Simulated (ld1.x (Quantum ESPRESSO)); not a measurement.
**What the settings do to the TM potential of carbon**

Base potential:

carbon (C), norm-conserving Troullier–Martins (Kleinman–Bylander form), made with ld1.x (Quantum ESPRESSO) 7.5 (PBE, scalar-relativistic). Core [He], reference 2s2 2p2. Waves: 2s (bound): rc 1.25 bohr; 2p (bound): rc 2.70 bohr. Local part: all-electron potential smoothed inside 1.10 bohr (lloc = -1). Core correction: none.

All-electron outer shells of the reference configuration (PBE, scalar-relativistic, ld1.x):

```json
{"shell": "1s", "level (eV)": "-273.38", "outermost node (bohr)": "–", "outermost maximum (bohr)": "0.17"}
{"shell": "2s", "level (eV)": "-13.75", "outermost node (bohr)": "0.38", "outermost maximum (bohr)": "1.22"}
{"shell": "2p", "level (eV)": "-5.29", "outermost node (bohr)": "–", "outermost maximum (bohr)": "1.20"}
```

Cutoffs, loose and tight: the cutoffs (Ry, on a coarse ladder) from which the occupation-weighted sum of valence levels, in a spherical-Bessel basis at the reference potential, stays within 10 and 1 mRy of its value at 400 Ry. They do not see the model core or the augmentation charge, which bear on the density cutoff. Test errors are all-electron minus pseudo excitation energies from the reference, over the configurations 2s2 2p1; 2s2 2p0; 2s1 2p0; 2s2 2p2.3; 2s1 2p3; 2s1 2p2; 2s0 2p4. A dash means not determined; rows that change the core or the reference have their own tests.

```tsv
change	outcome	cutoff, loose	cutoff, tight	bound ghosts	largest test error (meV)
base	generated	35 Ry	80 Ry	none	+1520
wave 2s (bound): rc 1.25 bohr becomes 2s (bound): rc 0.82 bohr	generated	90 Ry	200 Ry	none	+1519
wave 2s (bound): rc 1.25 bohr becomes 2s (bound): rc 1.04 bohr	generated	35 Ry	90 Ry	none	+1515
wave 2s (bound): rc 1.25 bohr becomes 2s (bound): rc 1.18 bohr	generated	35 Ry	90 Ry	none	+1518
wave 2s (bound): rc 1.25 bohr becomes 2s (bound): rc 1.32 bohr	generated	30 Ry	70 Ry	none	+1520
wave 2s (bound): rc 1.25 bohr becomes 2s (bound): rc 1.50 bohr	generated	25 Ry	55 Ry	none	+1516
wave 2s (bound): rc 1.25 bohr becomes 2s (bound): rc 1.84 bohr	generated	18 Ry	30 Ry	none	+1510
```

(1) What comes out with this change to the base: wave 2s (bound): rc 1.25 bohr becomes 2s (bound): rc 1.68 bohr?

Answers

(1) outcome: generated; cutoff, loose: 21 Ry; cutoff, tight: 45 Ry; bound ghosts: none; largest test error (meV): +1511.

Reading the sweep of the s radius (base included, trends over the rows without a ghost): The loose cutoff falls from 90 Ry at 0.82 to 18 Ry at 1.84 bohr. A larger radius leaves more room for a smooth pseudo-wave, so fewer plane waves are needed; a smaller one forces it to follow the all-electron wave where it bends sharply. The median size of the test errors (rows with all tests solved) stays near 88.9 meV.
